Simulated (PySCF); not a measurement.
## Dipole response of Br⁻ (bromine, charge -1)

[Kr], closed-shell 1S. Calculation: PySCF 2.14, in aug-cc-pVQZ-PP with ECP10MDF; a scalar-relativistic core potential. Coupled (time-dependent) response in atomic units; α is the mean over directions.

```json
{"method": "UHF", "mean α (bohr³)": "40.68", "C₆ (like pair)": "437.0", "S(−4)": "462.3"}
{"method": "PBE0", "mean α (bohr³)": "46.69", "C₆ (like pair)": "519.0", "S(−4)": "677.9"}
```

S(−4) is the Cauchy moment in α(ω) = α(0) + S(−4) ω² + …

α(iu) at PBE0:

```csv
u (hartree),α(iu) (bohr³)
0,46.69
0.0500,45.08
0.100,41.14
0.200,31.74
0.300,24.07
0.500,14.59
0.750,8.766
1.00,5.805
1.50,3.076
2.00,1.912
3.00,0.9638
5.00,0.4031
```

A single London oscillator, α(iu) = α/(1 + u²/ω²), gives C₆ = (3/4) ω α². Matching the computed C₆ needs ω = 4 × 519.0 / (3 × 46.69²) = 0.317 hartree.

For an ion, C₆ is the dispersion term alone; charge-induced terms of lower order in 1/R come first.

Energies and moments cover only the electrons outside the core potential.
